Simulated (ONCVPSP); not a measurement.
# silver (Ag): ONCV pseudisation with PBEsol, scalar-relativistic reference atom.

ONCVPSP 4.0.1 input, shortened (lines: element, Z, core and valence counts, functional; n l f; lmax; l rc ep ncon nbas qcut; lloc lpopt rc5 dvloc0; l nproj debl; icmod fcfact rcfact), PBEsol, scalar-relativistic:

```
  Ag 47.00    6    4  -116133      upf
    1    0    2.00
    2    0    2.00
    2    1    6.00
    3    0    2.00
    3    1    6.00
    3    2   10.00
    4    0    2.00
    4    1    6.00
    4    2   10.00
    5    1    1.00
    2
    0    1.45    0.00    3    7    9.10
    1    1.65    0.00    4    8    9.80
    2    1.25    0.00    4    8    8.10
    4    5    0.85    3.00
    0    1    1.90
    1    2    2.20
    2    3    3.20
    3    5.00    1.60
```

All-electron outer shells of the reference configuration (PBEsol, scalar-relativistic, ld1.x):

| shell | level (eV) | outermost node (bohr) | outermost maximum (bohr) |
| --- | --- | --- | --- |
| 3d | -360.45 | – | 0.27 |
| 4s | -97.00 | 0.44 | 0.82 |
| 4p | -60.57 | 0.44 | 0.87 |
| 4d | -9.45 | 0.43 | 1.04 |
| 5p | -1.68 | 1.25 | 3.53 |

Task: Does the generator finish with these settings?

Result: Yes, a potential is produced and its reference levels are reproduced.

Task: Estimate the cutoffs (Ha) at which the residual kinetic energy of the hardest occupied pseudo-wave falls to 1 and 0.1 mHa per electron.

Result: 32 Ha and 86 Ha.

Task: What does a ghost test show?

Result: Ghosts flagged at negative energy: s at -47.3 eV; no localised positive-energy state flagged. A true bound ghost makes a file unfit for plane-wave use.

Its largest configuration-test error is -1.9 meV (4s2 4p6 4d9 5p0). 2 of 4 tests not solved or not reliable.
